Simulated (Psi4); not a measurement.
C$_{3}$H$_{9}$Ga, triplet, geometry from GFN2-xTB (such geometries of metal compounds can be far from the true shape) (a higher spin typed on purpose: for a closed-shell molecule this is an excited state); Psi4 with PBE0/6-31G.

The Psi4 input:
```
memory 2 GB

molecule mol {
0 3
  Ga   -0.292040    0.332484    0.325080
  C    -0.812222   -1.791253   -0.372642
  H    -0.101498   -2.123809   -1.118283
  H    -1.785972   -1.586213   -0.808096
  H    -0.878857   -2.469021    0.469292
  C     0.080373    1.489137   -1.436293
  H     0.580763    0.842654   -2.160142
  H     0.727524    2.341576   -1.223313
  H    -0.843394    1.862415   -1.881186
  C     1.655189   -0.781882    0.809378
  H     2.222460    0.041712    1.233297
  H     2.091655   -1.133473   -0.117062
  H     1.500505   -1.578868    1.525357
}

set basis 6-31g
set reference uks

energy('pbe0')
print_variables()
```

It wrote (shortened):

```
   => Loading Basis Set <=

    Name: 6-31G
    Role: ORBITAL
    Keyword: BASIS

         ---------------------------------------------------------
                                   SCF
               by Justin Turney, Rob Parrish, Andy Simmonett
                          and Daniel G. A. Smith
                              UKS Reference
         ---------------------------------------------------------

  ==> Geometry <==

    Molecular point group: c1
    Full point group: C1

    Geometry (in Angstrom), charge = 0, multiplicity = 3:

       Center              X                  Y                   Z               Mass
    ------------   -----------------  -----------------  -----------------  -----------------
         GA          -0.243720166412     0.279184861125     0.269818602192    68.925573500000
         C           -0.763902166412    -1.844552138875    -0.427903397808    12.000000000000
         H           -0.053178166412    -2.177108138875    -1.173544397808     1.007825032230
         H           -1.737652166412    -1.639512138875    -0.863357397808     1.007825032230
         H           -0.830537166412    -2.522320138875     0.414030602192     1.007825032230
         C            0.128692833588     1.435837861125    -1.491554397808    12.000000000000
         H            0.629082833588     0.789354861125    -2.215403397808     1.007825032230
         H            0.775843833588     2.288276861125    -1.278574397808     1.007825032230
         H           -0.795074166412     1.809115861125    -1.936447397808     1.007825032230
         C            1.703508833588    -0.835181138875     0.754116602192    12.000000000000
         H            2.270779833588    -0.011587138875     1.178035602192     1.007825032230
         H            2.139974833588    -1.186772138875    -0.172323397808     1.007825032230
         H            1.548824833588    -1.632167138875     1.470095602192     1.007825032230

  Running in c1 symmetry.

  Rotational constants: A =      0.15592  B =      0.10812  C =      0.08848 [cm^-1]
  Rotational constants: A =   4674.43126  B =   3241.30186  C =   2652.63859 [MHz]
  Nuclear repulsion =  250.480792934888370

  Charge       = 0
  Multiplicity = 3
  Electrons    = 58
  Nalpha       = 30
  Nbeta        = 28

  ==> Algorithm <==

  SCF Algorithm Type is DF.
  DIIS enabled.
  MOM disabled.
  Fractional occupation disabled.
  Guess Type is SAD.
  Energy threshold   = 1.00e-06
  Density threshold  = 1.00e-06
  Integral threshold = 1.00e-12

  ==> Primary Basis <==

  Basis Set: 6-31G
    Blend: 6-31G
    Number of shells: 44
    Number of basis functions: 74
    Number of Cartesian functions: 74
    Spherical Harmonics?: false
    Max angular momentum: 2

  ==> DFT Potential <==

   => LibXC <=

    Version 7.1.2
    S. Lehtola, C. Steigemann, M. J. T. Oliveira, and M. A. L. Marques,  SoftwareX 7, 1–5 (2018) (10.1016/j.softx.2017.11.002)

   => Composite Functional: PBE0 <=

    PBE0 Hyb-GGA Exchange-Correlation Functional

    C. Adamo and V. Barone,  J. Chem. Phys. 110, 6158 (1999) (10.1063/1.478522)
    M. Ernzerhof and G. E. Scuseria,  J. Chem. Phys. 110, 5029 (1999) (10.1063/1.478401)

    Deriv               =              1
    GGA                 =           TRUE
    Meta                =          FALSE

    Exchange Hybrid     =           TRUE
    MP2 Hybrid          =          FALSE

   => Exchange Functionals <=

    0.7500   Perdew, Burke & Ernzerhof

   => Exact (HF) Exchange <=

    0.2500               HF

   => Correlation Functionals <=

    1.0000   Perdew, Burke & Ernzerhof

   => LibXC Density Thresholds  <==

    XC_HYB_GGA_XC_PBEH:  1.00E-15

   => Molecular Quadrature <=

    Radial Scheme          =       TREUTLER
    Pruning Scheme         =           NONE
    Nuclear Scheme         =       TREUTLER

    Blocking Scheme        =         OCTREE
    BS radius alpha        =              1
    Pruning alpha          =              1
    Radial Points          =             75
    Spherical Points       =            302
    Total Points           =         280273
    Total Blocks           =           2110
    Max Points             =            256
    Max Functions          =             72
    Weights Tolerance      =       1.00E-15

   => Loading Basis Set <=

    Name: (6-31G AUX)
    Role: JKFIT
    Keyword: DF_BASIS_SCF

  ==> Integral Setup <==

  SCF_SUBTYPE=INCORE selected. In-core MEM_DF algorithm will be used.
  Using in-core AOs.

  ==> MemDFJK: Density-Fitted J/K Matrices <==

    J tasked:                   Yes
    K tasked:                   Yes
    wK tasked:                   No
    Algorithm:                 Core
    Schwarz Cutoff:           1E-12
    Mask sparsity (%):       1.3148
    Fitting Condition:        1E-10

   => Auxiliary Basis Set <=

  Basis Set: (6-31G AUX)
    Blend: CC-PVDZ-JKFIT
    Number of shells: 200
    Number of basis functions: 677
    Number of Cartesian functions: 677
    Spherical Harmonics?: false
    Max angular momentum: 3

  Minimum eigenvalue in the overlap matrix is 7.8108462863E-04.
  Reciprocal condition number of the overlap matrix is 1.5123804569E-04.
    Using symmetric orthogonalization.

  ==> Pre-Iterations <==

  SCF Guess: Superposition of Atomic Densities via on-the-fly atomic UHF (no occupation information).

   -------------------------
    Irrep   Nso     Nmo
   -------------------------
     A         74      74
   -------------------------
    Total      74      74
   -------------------------

  ==> Iterations <==

                           Total Energy        Delta E     RMS |[F,P]|

   @DF-UKS iter SAD: -2039.25157621397216   -2.03925e+03   0.00000e+00
   @DF-UKS iter   1: -2041.46842780581142   -2.21685e+00   4.22651e-02 DIIS/ADIIS
   @DF-UKS iter   2: -1988.71010279528082    5.27583e+01   9.46768e-02 DIIS/ADIIS
   @DF-UKS iter   3: -2042.80840228778470   -5.40983e+01   2.94984e-02 DIIS/ADIIS
   @DF-UKS iter   4: -2043.56092648051231   -7.52524e-01   2.48851e-03 DIIS/ADIIS
   @DF-UKS iter   5: -2043.57184419271334   -1.09177e-02   1.67945e-03 DIIS/ADIIS
   @DF-UKS iter   6: -2043.57873786995333   -6.89368e-03   3.69181e-04 DIIS/ADIIS
   @DF-UKS iter   7: -2043.57896733284565   -2.29463e-04   7.50012e-05 DIIS
   @DF-UKS iter   8: -2043.57898772014732   -2.03873e-05   2.97460e-05 DIIS
   @DF-UKS iter   9: -2043.57899232154250   -4.60140e-06   5.74304e-06 DIIS
   @DF-UKS iter  10: -2043.57899275683667   -4.35294e-07   2.96246e-06 DIIS
   @DF-UKS iter  11: -2043.57899278787136   -3.10347e-08   2.25912e-06 DIIS
   @DF-UKS iter  12: -2043.57899280765332   -1.97820e-08   3.84997e-07 DIIS
  Energy and wave function converged.

  ==> Post-Iterations <==

   Electrons on quadrature grid:
      Nalpha   =   30.0000090044 ; deviation = 9.004e-06
      Nbeta    =   28.0000123886 ; deviation = 1.239e-05
      Ntotal   =   58.0000213930 ; deviation = 2.139e-05

   @Spin Contamination Metric:   1.017966934E-02
   @S^2 Expected:                2.000000000E+00
   @S^2 Observed:                2.010179669E+00
   @S   Expected:                1.000000000E+00
   @S   Observed:                1.000000000E+00

    Orbital Energies [Eh]
    ---------------------

    Alpha Occupied:

[...]
    Alpha Virtual:

[...]
    Beta Occupied:

[...]
      28A     -0.235435

    Beta Virtual:

[...]
      74A     67.995785

    Final Occupation by Irrep:
              A
    DOCC [    28 ]
    SOCC [     2 ]
    NA   [    30 ]
    NB   [    28 ]

  @DF-UKS Final Energy: -2043.57899280765332

   => Energetics <=

    Nuclear Repulsion Energy =            250.4807929348883704
    One-Electron Energy =               -3343.0731362757251190
    Two-Electron Energy =                1120.2145044702133418
    DFT Exchange-Correlation Energy =     -71.2011539370300994
    Empirical Dispersion Energy =           0.0000000000000000
    VV10 Nonlocal Energy =                  0.0000000000000000
    Total Energy =                      -2043.5789928076533215

  UHF NO Occupations:
  HONO-2 :   28  A 1.9959889
  HONO-1 :   29  A 1.0000000
  HONO-0 :   30  A 1.0000000
  LUNO+0 :   31  A 0.0040111
  LUNO+1 :   32  A 0.0002236
  LUNO+2 :   33  A 0.0001951
  LUNO+3 :   34  A 0.0001653

Computation Completed

Properties will be evaluated at   0.000000,   0.000000,   0.000000 [a0]

Properties computed using the SCF density matrix

 Multipole Moments:

 ------------------------------------------------------------------------------------
     Multipole            Electronic (a.u.)      Nuclear  (a.u.)        Total (a.u.)
 ------------------------------------------------------------------------------------

 L = 1.  Multiply by 2.5417464519 to convert [e a0] to [Debye]
 Dipole X            :         -5.0523388            5.2960262            0.2436874
 Dipole Y            :          5.2874967           -5.8418257           -0.5543290
 Dipole Z            :          6.0202921           -6.0568728           -0.0365807
 Magnitude           :                                                    0.6066319

 ------------------------------------------------------------------------------------

  Variable Map:
  ----------------------------------------------------------------------------
[...]
  Array Variable Map:
  ----------------------------------------------------------------------------
[...]
[...]
```
